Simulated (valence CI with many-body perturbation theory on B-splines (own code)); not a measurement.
The numbers below are computed, except where a source is named.
Nd⁴⁵⁺: magnetic and hyperfine properties of the levels

Method: relativistic CI+MBPT: five valence electrons over a frozen Dirac-Fock core [Ne], a basis of 9 s, 9 p, 8 d, 6 f, 3 g, 1 h functions for each j, with the one-electron correlation potential Σ1 (screened to all orders), the two-electron term Σ2, the three-electron term Σ3, Breit, model QED; selected single and double excitations, second order for the rest (own B-spline code, finite nucleus).

The last digits are not significant, and no measured levels were compared; by estimate large intervals hold to a few tenths of a per cent, small ones and those within an open d or f shell to about a per cent. Among the levels kept, up to 500 cm⁻¹ of a level comes from second order outside the variational space, and about a tenth of that is noise between levels of different J, which matters for small intervals.

A/g_I is the dipole constant over the nuclear g factor μ/I (μ in nuclear magnetons, uniformly magnetised nucleus), B/Q the quadrupole constant per barn. Both hold the static response of the core; the bare values leave it out. Large factors of s and p1/2 electrons are usually good to 5 to 10 %; those of open d and f shells near neutrality can be off by tens of per cent, and small factors of p3/2, d and f electrons come from cancelling terms and can be off by a factor of two or in sign, in half-filled shells by more. B is blank for J = 1/2, where it vanishes, and for nearly pure S terms. Energies count from the lowest level.

Levels are named by their leading jj configuration (3d3/2^4 stands for four electrons in 3d with j = 3/2), which in mixed levels can hold well under half, so a name can repeat and another be missing. Letters in brackets count levels of one name in rising energy.

```csv
Level,E (Ry),g,A/g_I (MHz),A/g_I bare,B/Q (MHz/b),B/Q bare
(3s^2 3p1/2^2 3p3/2) J=3/2,0.000,1.372,97200,97100,179000,176000
(3s^2 3p1/2 3p3/2^2) J=3/2,8.884,1.447,-17200,-14600,26700,26200
(3s^2 3p1/2 3p3/2^2) J=5/2,9.569,1.192,223000,219000,-563,-550
(3s^2 3p1/2 3p3/2^2) J=1/2,10.421,0.655,706000,691000,,
(3s^2 3p1/2^2 3d3/2) J=3/2,12.846,0.780,50200,51600,23800,25100
(3s^2 3p1/2^2 3d5/2) J=5/2,15.568,1.234,60300,61100,7600,9380
(3s 3p1/2^2 3p3/2^2) J=5/2,18.257,1.440,444000,435000,78000,76800
(3s^2 3p3/2^3) J=3/2,19.407,1.292,105000,104000,-205000,-202000
(3s 3p1/2^2 3p3/2^2) J=1/2,19.862,2.141,1900000,1850000,,
(3s 3p1/2^2 3p3/2^2) J=3/2,19.878,1.151,-227000,-218000,-36400,-35800
(3s^2 3p1/2 3p3/2 3d3/2) J=5/2 [a],21.648,0.957,169000,167000,-26400,-25200
(3s^2 3p1/2 3p3/2 3d3/2) J=3/2 [a],21.771,0.918,161000,160000,-119000,-117000
(3s^2 3p1/2 3p3/2 3d3/2) J=1/2 [a],21.798,0.209,257000,254000,,
(3s^2 3p1/2 3p3/2 3d3/2) J=7/2,22.326,1.051,164000,162000,175000,173000
(3s^2 3p1/2 3p3/2 3d5/2) J=7/2 [a],23.882,1.306,-20800,-18000,208000,206000
(3s^2 3p1/2 3p3/2 3d3/2) J=5/2 [b],23.955,1.208,42000,43600,149000,147000
(3s^2 3p1/2 3p3/2 3d5/2) J=3/2 [a],24.237,1.422,-25600,-22300,-75500,-73900
(3s^2 3p1/2 3p3/2 3d3/2) J=3/2 [b],24.413,1.217,-1130,1580,6560,5880
(3s^2 3p1/2 3p3/2 3d3/2) J=1/2 [b],24.435,1.670,484000,473000,,
(3s^2 3p1/2 3p3/2 3d5/2) J=5/2 [a],24.582,1.158,184000,182000,-127000,-124000
(3s^2 3p1/2 3p3/2 3d5/2) J=9/2,24.613,1.196,122000,121000,183000,182000
(3s^2 3p1/2 3p3/2 3d5/2) J=7/2 [b],25.963,1.103,139000,138000,30200,31200
(3s^2 3p1/2 3p3/2 3d5/2) J=5/2 [b],26.078,1.224,-10500,-8270,43500,44100
(3s^2 3p1/2 3p3/2 3d5/2) J=3/2 [b],26.415,0.940,194000,191000,27300,27300
(3s^2 3p1/2 3p3/2 3d5/2) J=1/2,26.567,1.287,-228000,-220000,,
(3s 3p1/2 3p3/2^3) J=3/2 [a],28.085,1.393,301000,296000,-171000,-168000
(3s 3p1/2 3p3/2^3) J=5/2,28.929,1.276,532000,521000,-224000,-221000
(3s 3p1/2 3p3/2^3) J=1/2,30.103,1.326,-456000,-442000,,
(3s 3p1/2 3p3/2^3) J=3/2 [b],30.189,1.147,207000,205000,-361,-324
(3s 3p1/2^2 3p3/2 3d3/2) J=5/2 [a],30.646,1.298,363000,357000,51500,50300
(3s 3p1/2^2 3p3/2 3d3/2) J=3/2 [a],30.771,1.325,254000,251000,-3540,-4390
(3s 3p1/2^2 3p3/2 3d3/2) J=1/2 [a],30.850,2.552,1130000,1110000,,
(3s 3p1/2^2 3p3/2 3d3/2) J=7/2,31.114,1.313,349000,344000,157000,155000
(3s 3p1/2^2 3p3/2 3d3/2) J=3/2 [b],32.143,0.988,115000,114000,-105000,-103000
(3s 3p1/2^2 3p3/2 3d5/2) J=9/2,32.921,1.380,282000,278000,173000,172000
(3s 3p1/2^2 3p3/2 3d3/2) J=5/2 [b],33.045,0.870,-77300,-73100,118000,117000
(3s^2 3p3/2^2 3d3/2) J=5/2,33.046,1.185,138000,138000,-30300,-30300
(3s^2 3p3/2^2 3d3/2) J=7/2,33.123,1.146,80200,80800,41900,42400
(3s^2 3p3/2^2 3d3/2) J=3/2 [a],33.165,1.183,44000,45400,-58300,-58200
(3s^2 3p3/2^2 3d3/2) J=1/2,33.198,1.497,-27500,-25900,,
```

(1) Take the isotope of mass number 143, with I = 7/2, μ = -1.065 μN, leaving out the quadrupole term. What is the hyperfine structure of (3s^2 3p1/2 3p3/2^2) J=3/2?

Results:

(1) From the table A = 5230 MHz. Shifts from the centre of gravity in MHz: F = 2: -35300, F = 3: -19600, F = 4: 1310, F = 5: 27500.
